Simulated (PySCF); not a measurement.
Below is a simulated gas-phase C 1s photoelectron spectrum of `COCCOCF`.

Every computed line was given a Gaussian of 0.7 eV full width at half maximum and an area set by the number of equivalent atoms; the highest printed point is 100. Computed with delta-SCF UKS SCAN, pcX-2 on the ionised atom, pcseg-1 elsewhere, spin-free X2C in PySCF 2.14.0.

```json
{"binding energy (eV)": "291.3", "intensity": "0"}
{"binding energy (eV)": "291.4", "intensity": "1"}
{"binding energy (eV)": "291.5", "intensity": "3"}
{"binding energy (eV)": "291.6", "intensity": "6"}
{"binding energy (eV)": "291.7", "intensity": "13"}
{"binding energy (eV)": "291.8", "intensity": "23"}
{"binding energy (eV)": "291.9", "intensity": "39"}
{"binding energy (eV)": "292.0", "intensity": "58"}
{"binding energy (eV)": "292.1", "intensity": "78"}
{"binding energy (eV)": "292.2", "intensity": "93"}
{"binding energy (eV)": "292.3", "intensity": "100"}
{"binding energy (eV)": "292.4", "intensity": "96"}
{"binding energy (eV)": "292.5", "intensity": "83"}
{"binding energy (eV)": "292.6", "intensity": "64"}
{"binding energy (eV)": "292.7", "intensity": "44"}
{"binding energy (eV)": "292.8", "intensity": "27"}
{"binding energy (eV)": "292.9", "intensity": "15"}
{"binding energy (eV)": "293.0", "intensity": "7"}
{"binding energy (eV)": "293.1", "intensity": "3"}
{"binding energy (eV)": "293.2", "intensity": "1"}
{"binding energy (eV)": "293.3", "intensity": "0"}
{"binding energy (eV)": "293.4", "intensity": "0"}
{"binding energy (eV)": "293.5", "intensity": "0"}
{"binding energy (eV)": "293.6", "intensity": "0"}
{"binding energy (eV)": "293.7", "intensity": "0"}
{"binding energy (eV)": "293.8", "intensity": "0"}
{"binding energy (eV)": "293.9", "intensity": "1"}
{"binding energy (eV)": "294.0", "intensity": "2"}
{"binding energy (eV)": "294.1", "intensity": "5"}
{"binding energy (eV)": "294.2", "intensity": "8"}
{"binding energy (eV)": "294.3", "intensity": "14"}
{"binding energy (eV)": "294.4", "intensity": "21"}
{"binding energy (eV)": "294.5", "intensity": "27"}
{"binding energy (eV)": "294.6", "intensity": "32"}
{"binding energy (eV)": "294.7", "intensity": "34"}
{"binding energy (eV)": "294.8", "intensity": "32"}
{"binding energy (eV)": "294.9", "intensity": "27"}
{"binding energy (eV)": "295.0", "intensity": "20"}
{"binding energy (eV)": "295.1", "intensity": "13"}
{"binding energy (eV)": "295.2", "intensity": "8"}
{"binding energy (eV)": "295.3", "intensity": "4"}
{"binding energy (eV)": "295.4", "intensity": "2"}
{"binding energy (eV)": "295.5", "intensity": "1"}
{"binding energy (eV)": "295.6", "intensity": "0"}
{"binding energy (eV)": "295.7", "intensity": "0"}
```

Problem. How many maxima does the curve show, and how many computed lines lie under it?

Solution. The curve has 2 maxima (at 292.3 and 294.7 eV). Under it lie 4 lines from 4 inequivalent carbon sites. At this width some lines have no maximum of their own.

Problem. Decompose the envelope and assign each component. Numbering: `[CH3:1][O:2][CH2:3][CH2:4][O:5][CH2:6][F:7]`.

Solution. 
```csv
position (eV),relative area,line,atoms,environment
292.25,1,C 1s,C3,sp3 carbon bound to oxygen
292.32,1,C 1s,C4,sp3 carbon bound to oxygen
292.37,1,C 1s,C1,methoxy carbon
294.70,1,C 1s,C6,sp3 C–F carbon
```

Lowest listed C 1s: C3, bonded to O, C and 2 H. Highest, 2.45 eV above it: C6, bonded to F, O and 2 H.

Shake-up satellites, vibrational structure and lifetime widths aren't simulated. The structure is a single PBE0-D3(BJ)/def2-SVP conformer in the gas phase; no vibrational or solvent corrections.

Conformer computed: `[CH3:1][O:2][CH2:3][CH2:4][O:5][CH2:6][F:7]`: C1–O2–C3–C4 180°, O2–C3–C4–O5 180°, C3–C4–O5–C6 178°, C4–O5–C6–F7 70°.
